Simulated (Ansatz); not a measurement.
`OB([SiH3])N[SiH3]`, charge 0, multiplicity 1.

(1) Give a relaxed structure at PBE0-D4/def2-TZVP (Ansatz). (Best estimate.)

## Answers

(1) The calculation gave: 
```xyz
13

O     1.191   -0.447   -1.048
B     0.437   -0.249    0.084
Si    1.010   -0.889    1.928
N    -0.780    0.437   -0.113
Si   -1.363    1.027   -1.650
H     2.015   -0.913   -0.909
H    -0.001   -0.538    2.965
H     2.312   -0.282    2.333
H     1.200   -2.369    1.954
H    -1.361    0.602    0.693
H    -0.432    2.022   -2.238
H    -2.671    1.679   -1.381
H    -1.557   -0.080   -2.619
```
Point group Cs.
This is one stationary point; other conformers may exist.
